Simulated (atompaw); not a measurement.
# PBE PAW (atompaw) dataset for tantalum, scalar-relativistic all-electron reference.

Input for atompaw 4.2.0.5:

```
Ta 73
GGA-PBE scalarrelativistic loggrid 2001 logderivrange -7 5 301
6 6 5 4 0 0
6 1 0
5 2 3
0 0 0
c
c
c
c
v
v
c
c
c
v
v
c
c
v
c
2
2.50 2.25 2.50 1.75
n
n
y
2.2
n
modrrkj vanderbiltortho besselshape
bessel
1.60
2.50
2.25
2.50
2.50
2.00
PWSCFOUT
UPFDX 0.0125d0 UPFXMIN -7.d0 UPFZMESH 73.d0
END
```

Command:

```bash
atompaw < Ta.input > Ta.log
```

Resulting log (summary file):

```
Completed calculations for Ta (AE)

 Exchange-correlation type: GGA, Perdew-Burke-Ernzerhof

 Radial integration grid is logarithmic
 r0 =   9.3554737E-05 h =   6.8294958E-03   n =      2001 rmax =   8.0000000E+01

 Scalar relativistic calculation

 AEatom converged in  43 iterations
   nz     =  73.00
   delta  =       8.884268174198E-16

 All Electron Orbital energies:
  n  l      occupancy      energy
  1  0      2.0000000E+00 -4.9517611E+03
  2  0      2.0000000E+00 -8.5075511E+02
  3  0      2.0000000E+00 -1.9489399E+02
  4  0      2.0000000E+00 -3.9735982E+01
  5  0      2.0000000E+00 -5.3656030E+00
  6  0      2.0000000E+00 -4.0001938E-01
  2  1      6.0000000E+00 -7.4547659E+02
  3  1      6.0000000E+00 -1.6358634E+02
  4  1      6.0000000E+00 -2.9468056E+01
  5  1      6.0000000E+00 -2.8957808E+00
  6  1      0.0000000E+00 -1.0224205E-01
  3  2      1.0000000E+01 -1.2708084E+02
  4  2      1.0000000E+01 -1.6330929E+01
  5  2      3.0000000E+00 -2.6392425E-01
  4  3      1.4000000E+01 -1.8157344E+00

 Total energy
   Total                    :   -31209.11876369288075

 ---
 Completed calculations for Ta (SC)

 Exchange-correlation type: GGA, Perdew-Burke-Ernzerhof

 Radial integration grid is logarithmic
 r0 =   9.3554737E-05 h =   6.8294958E-03   n =      2001 rmax =   8.0000000E+01

 Scalar relativistic calculation

 SCatom converged in   4 iterations
   nz     =  73.00
   delta  =       7.254095430517E-15

 Valence Electron Orbital energies:
  n  l      occupancy      energy
   5  0      2.0000000E+00 -5.3656030E+00
   6  0      2.0000000E+00 -4.0001938E-01
   5  1      6.0000000E+00 -2.8957808E+00
   6  1      0.0000000E+00 -1.0224205E-01
   5  2      3.0000000E+00 -2.6392425E-01

 Total energy
   Total                    :   -31209.11876368575395
   Valence                  :     -726.41009973644464

 PAW parameters:
       lmax =            2
         rc =    2.5078758304909070
        irc =         1494
   rc_shape =    2.2636751170019851
    rc_vloc =    2.5078758304909070
    rc_core =    1.7581927292924693
   Vloc: truncated form - Vps(r)=A.sin(qr)/r for r<rc
   Projector type: modified RKKJ projectors + Vanderbilt ortho.
   Bessel compensation charge shape zeroed at   2.2637E+00

 Number of basis functions     6
 No.   n  nodes  l      Energy         Cp coeff         Occ
  1    5    4    0   -0.5365603E+01  0.6719213E+00  0.2000000E+01
  2    6    5    0   -0.4000194E+00  0.3536174E+02  0.2000000E+01
  3    5    3    1   -0.2895781E+01  0.1466145E+01  0.6000000E+01
  4    6    4    1   -0.1022421E+00  0.6397671E+02  0.0000000E+00
  5    5    2    2   -0.2639243E+00  0.2885998E+01  0.3000000E+01
  6  999    3    2    0.2200000E+01  0.9938308E-02  0.0000000E+00

 Eigenvalues of overlap operator (in the basis of projectors):
    1        2.58510054E-02
    2        4.54004747E-01
    3        2.66097863E+00
    4        5.08259666E+00
    5        1.21974870E+01
    6        9.38461269E+01

 Orbital leakage outside PAW augmentation regions
   orb  is_core?  %out_of_sphere
   1 0    T           0.00
   2 0    T           0.00
   3 0    T           0.00
   4 0    T           0.00
   5 0    F           0.24
   6 0    F          73.92
   2 1    T           0.00
   3 1    T           0.00
   4 1    T           0.00
   5 1    F           1.65
   6 1    F          93.70
   3 2    T           0.00
   4 2    T           0.00
   5 2    F          32.36
   4 3    T           0.10

 Summary of PAW energies
   Total valence energy     :   -726.41010405422037
   Smooth energy            :     46.63547607586424
   One center               :   -773.04558013008466
   Smooth kinetic           :     22.38671550963246
   Vloc energy              :     24.78772357086116
   Smooth exch-corr         :    -12.08772371337471
   One-center xc            :   -618.08177667610778
```

The run took about 32 s on one core of a shared server CPU.
